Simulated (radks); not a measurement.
The numbers below are computed, except where a source is named.
All-electron atom: the tin ion Sn26+ in [Ne] 3s1 3p6 3d6 4d1 (not the ground configuration). Level of theory: scalar-relativistic Kohn-Sham, LDA (Slater exchange, Perdew-Wang correlation), spin-polarised, spherical densities, finite nucleus; open shells are filled with parallel spins first (spin-orbit coupling, left out, can overturn this in heavy ions); Fermi nuclear charge, rms radius 4.6519 fm (a radial shooting solver on a logarithmic mesh with Libxc functionals).

Local quantities along the radius. ELF = 1/(1 + alpha^2) is the electron localisation function; alpha = (tau - tau_W)/tau_unif compares the Pauli kinetic energy density with that of the uniform gas (summed over spins); s = |grad rho|/(2 (3 pi^2)^(1/3) rho^(4/3)) is the reduced gradient; r v_xc is r times the local exchange-correlation potential of spin up (hartree bohr). tau is taken from the large components.

r (bohr),ELF,alpha,s,r v_xc
0.002346,0.999,0.02543,0.5616,-0.1064
0.002645,0.999,0.02627,0.5466,-0.1182
0.002982,0.999,0.02732,0.5343,-0.1310
0.003389,0.999,0.02873,0.5240,-0.1460
0.003821,0.999,0.03038,0.5169,-0.1614
0.004309,0.999,0.03242,0.5122,-0.1781
0.004858,0.999,0.03496,0.5099,-0.1961
0.005477,0.999,0.03810,0.5100,-0.2154
0.006176,0.998,0.04205,0.5123,-0.2360
0.007019,0.998,0.04740,0.5176,-0.2593
0.007914,0.997,0.05386,0.5251,-0.2823
0.008923,0.996,0.06222,0.5354,-0.3062
0.01006,0.995,0.07320,0.5484,-0.3307
0.01134,0.992,0.08784,0.5645,-0.3556
0.01279,0.989,0.1077,0.5838,-0.3804
0.01442,0.982,0.1351,0.6061,-0.4047
0.01639,0.970,0.1768,0.6331,-0.4295
0.01848,0.948,0.2333,0.6604,-0.4512
0.02083,0.910,0.3147,0.6877,-0.4708
0.02349,0.843,0.4319,0.7115,-0.4883
0.02649,0.737,0.5968,0.7256,-0.5038
0.02986,0.601,0.8154,0.7208,-0.5182
0.03394,0.457,1.089,0.6833,-0.5340
0.03827,0.364,1.322,0.6116,-0.5520
0.04315,0.326,1.437,0.5125,-0.5760
0.04865,0.345,1.378,0.4104,-0.6083
0.05485,0.417,1.183,0.3341,-0.6493
0.06185,0.526,0.9494,0.2990,-0.6970
0.07029,0.644,0.7433,0.3053,-0.7508
0.07925,0.724,0.6179,0.3417,-0.7990
0.08936,0.762,0.5589,0.3973,-0.8402
0.1007,0.757,0.5668,0.4637,-0.8709
0.1136,0.700,0.6552,0.5311,-0.8901
0.1281,0.581,0.8499,0.5814,-0.9006
0.1456,0.420,1.175,0.5816,-0.9110
0.1641,0.321,1.453,0.5043,-0.9318
0.1851,0.318,1.466,0.3809,-0.9720
0.2086,0.409,1.202,0.2918,-1.030
0.2352,0.555,0.8960,0.2832,-1.092
0.2652,0.678,0.6898,0.3430,-1.141
0.2991,0.742,0.5897,0.4485,-1.163
0.3399,0.750,0.5769,0.6027,-1.147
0.3832,0.698,0.6579,0.7914,-1.092
0.4321,0.560,0.8863,1.030,-1.006
0.4872,0.337,1.401,1.305,-0.9039
0.5493,0.156,2.325,1.549,-0.8062
0.6193,0.085,3.279,1.671,-0.7283
0.7039,0.070,3.634,1.762,-0.6646
0.7936,0.066,3.753,2.082,-0.6059
0.8948,0.050,4.373,2.828,-0.5334
1.009,0.026,6.080,4.212,-0.4443
1.138,0.010,10.12,6.719,-0.3458
1.283,0.002,20.19,11.50,-0.2492
1.458,0.000,52.22,22.32,-0.1600
1.644,0.000,158.3,45.84,-0.09576
1.853,0.000,607.5,105.0,-0.05142

On this mesh the ELF has minima near r = 0.043, 0.19 bohr, which separate the shells, and maxima near 0.089 (0.76), 0.34 (0.75).
